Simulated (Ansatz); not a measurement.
Consider the formal exchange of groups at a C–B bond: `BCCBC` + `CCC` → `CC(C)C` + `BCCB`.

Computed with Ansatz on PBE0-D4/def2-TZVP structures; ΔE is electronic, products minus reactants. CCSD(T)/CBS is the MP2 limit (def2-TZVPP, def2-QZVPP) plus CCSD(T) − MP2 in def2-TZVPP, frozen cores. DFT in def2-TZVPP. One conformer a species, not always the lowest.

```csv
species,r2SCANh energy (Eh)
`BCCBC`,-169.94324
`CCC`,-119.09973
`CC(C)C`,-158.40323
`BCCB`,-130.62920
```

(1) Work out ΔE.

Largest T1 diagnostic among the species: 0.011.

## Answers

(1) ΔE = (-158.40323) + (-130.62920) − (-169.94324) − (-119.09973) = 0.01054 Eh = +0.29 eV. CCSD(T)/CBS gives +0.29 eV.

The D4 term adds −0.05 eV with B3LYP and −0.02 eV with PBE0; it sums over pairs of atoms, weighted by their polarisabilities, and B3LYP, whose exchange is more repulsive, gets the larger term. In def2-TZVPP, CCSD(T) changes the Hartree–Fock value by −0.52 eV (the triples alone add −0.09 eV) and MP2 by −0.63 eV.

B3LYP here is the variant with VWN-RPA as its local correlation; programs differ in this.
